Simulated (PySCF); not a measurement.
Ligand exchange on a metal centre used in film growth or etching (Zn OH-SH). All species are isolated molecules in the gas phase. One relaxed conformer stands for each flexible species; it need not be the lowest.

The charge on the central atom (Mulliken) from two functionals at the same geometries (r2SCAN-D4/def2-SVP), both in PySCF: PBE-D3(BJ)/def2-TZVP and TPSSh-D3(BJ)/def2-TZVP. 

```json
[
 {"species": "0 of 2 OH replaced by SH ([Zn(OH)2])", "PBE-D3(BJ)/def2-TZVP (e)": "0.51"},
 {"species": "1 of 2 OH replaced by SH ([Zn(OH)(SH)])", "PBE-D3(BJ)/def2-TZVP (e)": "0.41"},
 {"species": "2 of 2 OH replaced by SH ([Zn(SH)2])", "PBE-D3(BJ)/def2-TZVP (e)": "0.31"}
]
```

What does TPSSh-D3(BJ)/def2-TZVP give for each?


- 0 of 2 OH replaced by SH ([Zn(OH)2]): 0.60
- 1 of 2 OH replaced by SH ([Zn(OH)(SH)]): 0.50
- 2 of 2 OH replaced by SH ([Zn(SH)2]): 0.39
Over these rows, drawn at random from the members with no instability flagged (it was tested for open shells, ions and some series alone), PBE minus TPSSh-D3(BJ): mean -0.09 e, from -0.10 e to -0.07 e.
